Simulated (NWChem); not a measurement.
System: BeHOI; SMILES [Be]([I])[OH]

The following NWChem deck was run.

```
start job
memory heap 200 mb stack 900 mb global 1100 mb
geometry units angstroms noautosym nocenter noautoz
  Be     0.025795     1.569629    -0.000000
  I     -0.033211    -0.612699     0.000000
  O      0.093137     2.974887     0.000000
  H     -0.344350     3.830562     0.000000
end
basis spherical
  * library def2-svp
end
ecp
  I library def2-ecp
end
dft
  xc hfexch
  iterations 150
end
tddft
  cis
  nroots 8
  notriplet
end
task tddft energy
```

NWChem printed, in part:

```
             Northwest Computational Chemistry Package (NWChem) 7.3.0
             --------------------------------------------------------

                             Geometry "geometry" -> ""
                             -------------------------

 Output coordinates in angstroms (scale by  1.889725989 to convert to a.u.)

  No.       Tag          Charge          X              Y              Z
 ---- ---------------- ---------- -------------- -------------- --------------
    1 Be                   4.0000     0.02579500     1.56962900     0.00000000
    2 I                   53.0000    -0.03321100    -0.61269900     0.00000000
    3 O                    8.0000     0.09313700     2.97488700     0.00000000
    4 H                    1.0000    -0.34435000     3.83056200     0.00000000

 Effective nuclear repulsion energy (a.u.)     137.5519458228

 Summary of "ao basis" -> "ao basis" (spherical)
 ------------------------------------------------------------------------------
       Tag                 Description            Shells   Functions and Types
 ---------------- ------------------------------  ------  ---------------------
 Be                         def2-svp                 5        9   3s2p
 I                          def2-svp                10       26   4s4p2d
 O                          def2-svp                 6       14   3s2p1d
 H                          def2-svp                 3        5   2s1p

            General Information
            -------------------
          SCF calculation type: DFT
          Wavefunction type:  closed shell.
          No. of atoms     :     4
          No. of electrons :    38
           Alpha electrons :    19
            Beta electrons :    19
          Charge           :     0
          Spin multiplicity:     1
          Use of symmetry is: off; symmetry adaption is: off
          Maximum number of iterations: 150
          AO basis - number of functions:    54
                     number of shells:    24
          Convergence on energy requested:  1.00D-06
          Convergence on density requested:  1.00D-05
          Convergence on gradient requested:  5.00D-04

              XC Information
              --------------
                     Hartree-Fock (Exact) Exchange  1.000

      Superposition of Atomic Density Guess
      -------------------------------------

 Sum of atomic energies:        -436.87127962

      Non-variational initial energy
      ------------------------------

 Total energy =    -386.966516
 1-e energy   =    -786.761464
 2-e energy   =     325.737774
 HOMO         =      -0.365785
 LUMO         =      -0.021576

   convergence    iter        energy       DeltaE   RMS-Dens  Diis-err
 ---------------- ----- ----------------- --------- --------- ---------
 d= 0,ls=0.0,diis     1   -386.7144585868 -4.61D+02  1.13D-02  5.54D-01
 d= 0,ls=0.0,diis     2   -386.7597470833 -4.53D-02  3.93D-03  2.36D-01
 d= 0,ls=0.0,diis     3   -386.7817090686 -2.20D-02  1.29D-03  2.02D-03
 d= 0,ls=0.0,diis     4   -386.7822767582 -5.68D-04  3.11D-04  9.61D-05
 d= 0,ls=0.0,diis     5   -386.7823075218 -3.08D-05  9.39D-05  7.74D-06
  Resetting Diis
 d= 0,ls=0.0,diis     6   -386.7823102903 -2.77D-06  2.68D-05  5.92D-07
 d= 0,ls=0.0,diis     7   -386.7823105320 -2.42D-07  5.10D-06  4.07D-08

         Total DFT energy =     -386.782310532027
      One electron energy =     -789.207682444608
           Coulomb energy =      360.989615894316
    Exchange-Corr. energy =      -32.621418733908
 Nuclear repulsion energy =       74.057174752173

 Numeric. integr. density =        0.000000000000

                       DFT Final Molecular Orbital Analysis
                       ------------------------------------

 Vector   17  Occ=2.000000D+00  E=-4.536584D-01
              MO Center= -2.6D-02, -3.8D-01,  7.3D-15, r^2= 2.1D+00
   Bfn.  Coefficient  Atom+Function         Bfn.  Coefficient  Atom+Function
  ----- ------------  ---------------      ----- ------------  ---------------
    21      0.528498  2 I  py                24      0.384809  2 I  py
     5      0.279169  1 Be py                18     -0.219030  2 I  py
     2      0.198303  1 Be s                 12     -0.187520  2 I  s
    15     -0.180338  2 I  py                13     -0.132674  2 I  s
     1     -0.121682  1 Be s                 10      0.076595  2 I  s

[...]

                                NWChem TDDFT Module
                                -------------------

            General Information
            -------------------
           No. of orbitals :     108
            Alpha orbitals :      54
             Beta orbitals :      54
        Alpha frozen cores :       0
         Beta frozen cores :       0
     Alpha frozen virtuals :       0
      Beta frozen virtuals :       0
         Spin multiplicity :       1
    Number of AO functions :      54
        Use of symmetry is : off
      Symmetry adaption is : off
         Schwarz screening :  0.10D-07

              XC Information
              --------------
              Hartree-Fock (Exact) Exchange   1.00

             TDDFT Information
             -----------------
          Calculation type : CIS
         Wavefunction type : Restricted singlets
          No. of electrons :      38
           Alpha electrons :      19
            Beta electrons :      19
              No. of roots :       8
          Max subspacesize :    5600
            Max iterations :     100
               Target root :       1
           Target symmetry : none
      Symmetry restriction : off
                 Algorithm : Optimal
        Davidson threshold :  0.10D-03

    8 smallest eigenvalue differences (eV)
--------------------------------------------------------
  No. Spin  Occ  Vir  Irrep   E(Occ)    E(Vir)   E(Diff)
--------------------------------------------------------
    1    1   19   20 a        -0.375     0.079    12.353
    2    1   18   20 a        -0.375     0.079    12.364
    3    1   19   21 a        -0.375     0.118    13.410
    4    1   18   21 a        -0.375     0.118    13.420
    5    1   19   22 a        -0.375     0.123    13.552
    6    1   18   22 a        -0.375     0.123    13.562
    7    1   17   20 a        -0.454     0.079    14.494
    8    1   19   23 a        -0.375     0.191    15.406
--------------------------------------------------------

  Entering Davidson iterations
  Restricted singlet excited states

  Iter   NTrls   NConv    DeltaV     DeltaE      Time
  ----  ------  ------  ---------  ---------  ---------
    1      8       0     0.85E-01   0.10+100        1.3
    2     16       0     0.81E-01   0.43E-01        1.3
    3     24       0     0.43E-01   0.25E-01        1.3
    4     32       0     0.21E-01   0.32E-02        1.3
    5     40       0     0.26E-01   0.12E-02        1.3
    6     48       2     0.25E-01   0.23E-02        1.3
    7     54       4     0.25E-01   0.13E-02        1.2
    8     58       5     0.16E-01   0.63E-03        1.2
    9     61       6     0.60E-02   0.11E-03        1.2
   10     63       6     0.29E-02   0.34E-04        1.2
   11     65       6     0.65E-03   0.35E-05        1.2
   12     67       7     0.19E-03   0.14E-06        1.2
   13     68       8     0.73E-04   0.11E-07        1.2
  ----  ------  ------  ---------  ---------  ---------
  Convergence criterion met

  Ground state a        -386.782310532027 a.u.

  ----------------------------------------------------------------------------
  Root   1 singlet a              0.263187513 a.u.                7.1617 eV
  ----------------------------------------------------------------------------
     Transition Moments    X -0.00000   Y  0.00000   Z  0.67797
     Dipole Oscillator Strength                    0.0806490265
     Electric Quadrupole                           0.0000000080
     Magnetic Dipole                               0.0000002965
     Total Oscillator Strength                     0.0806493310

     Occ.   16  a   ---  Virt.   20  a        0.05048
     Occ.   19  a   ---  Virt.   20  a       -0.94564
     Occ.   19  a   ---  Virt.   23  a        0.15096
     Occ.   19  a   ---  Virt.   24  a       -0.23738
     Occ.   19  a   ---  Virt.   25  a        0.11694
     Occ.   19  a   ---  Virt.   36  a       -0.05778
  ----------------------------------------------------------------------------
  Root   2 singlet a              0.263809739 a.u.                7.1786 eV
  ----------------------------------------------------------------------------
     Transition Moments    X  0.70007   Y -0.05184   Z  0.00000
     Dipole Oscillator Strength                    0.0866670315
     Electric Quadrupole                           0.0000000042
     Magnetic Dipole                               0.0000002455
     Total Oscillator Strength                     0.0866672812

     Occ.   18  a   ---  Virt.   20  a       -0.94520
     Occ.   18  a   ---  Virt.   21  a       -0.05604
     Occ.   18  a   ---  Virt.   23  a        0.15241
     Occ.   18  a   ---  Virt.   24  a       -0.23832
     Occ.   18  a   ---  Virt.   25  a        0.11790
     Occ.   18  a   ---  Virt.   36  a       -0.05807
  ----------------------------------------------------------------------------
  Root   3 singlet a              0.294094755 a.u.                8.0027 eV
  ----------------------------------------------------------------------------
     Transition Moments    X  0.00000   Y -0.00000   Z  0.06240
     Dipole Oscillator Strength                    0.0007633371
     Electric Quadrupole                           0.0000000112
     Magnetic Dipole                               0.0000000037
     Total Oscillator Strength                     0.0007633520

[...]
```

Level: Hartree-Fock/def2-SVP with def2 effective core potentials on I, CIS. Structure relaxed at the PBE-D3(BJ)/def2-SVP level. def2 effective core potentials on I; no spin-orbit coupling.
